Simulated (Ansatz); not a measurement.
Basis sets compared for Mg₅S₄. Total charge 0; singlet. Geometry B3LYP-D4/def2-SVP. Ansatz on 4 threads of Arm Neoverse V2 on a shared host; times are rough, and most runs start from earlier orbitals.

Cartesian coordinates in Å:
```
Mg -1.042 0.458 2.824
Mg -2.287 -1.255 -0.214
Mg 2.026 1.591 1.549
Mg 0.226 -0.907 -2.903
Mg 2.614 0.955 -1.115
S -1.826 -1.785 -2.391
S 0.794 1.644 3.501
S -2.786 -0.746 1.960
S 2.282 0.045 -3.211
```

Another isomer (singlet) lies 2.03 eV lower at PBE0-D4/def2-TZVP; other spin states weren't run for this one.

Binding counts from free atoms (Mg singlet, S triplet) in the same basis, without a counterpoise term.

```json
{"level": "PBE-D4/def2-SVP", "functions": "162", "energy (Eh)": "-2591.4220", "HOMO (eV)": "-5.54", "LUMO (eV)": "-2.90", "binding per atom (eV)": "2.60", "wall time": "3.3 s"}
{"level": "PBE0-D4/def2-SVP", "functions": "162", "energy (Eh)": "-2591.6496", "HOMO (eV)": "-6.41", "LUMO (eV)": "-2.41", "binding per atom (eV)": "2.57", "wall time": "6 s"}
```

Q: Estimate the rows for PBE-D4/def2-TZVP (with forces), PBE0-D4/def2-TZVP.

A: 
```
                         level  functions  energy (Eh)  HOMO (eV)  LUMO (eV)  binding per atom (eV)  wall time
PBE-D4/def2-TZVP (with forces)        308   -2592.3168      -5.52      -2.94                   2.57      6.5 s
             PBE0-D4/def2-TZVP        308   -2592.5394      -6.38      -2.42                   2.54       17 s
```
